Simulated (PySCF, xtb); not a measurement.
trans-(1R,2R)-1-ethenyl-2-methylcyclopropane (C6H10), SMILES C(=C)[C@H]1C[C@H]1C.

GFN2-xTB (xtb) at its own geometry gives an orbital gap of 4.94 eV and a dipole moment of 0.40 D.

Geometry: B3LYP-D3(BJ)/def2-SVP. The values are those of a single conformer.

Question: What does HF/def2-TZVP in PySCF give? (The exact figures need the calculation; the answer reports its results.)

Answer: gap 13.21 eV (levels -9.35 and 3.85 eV), dipole 0.47 D.
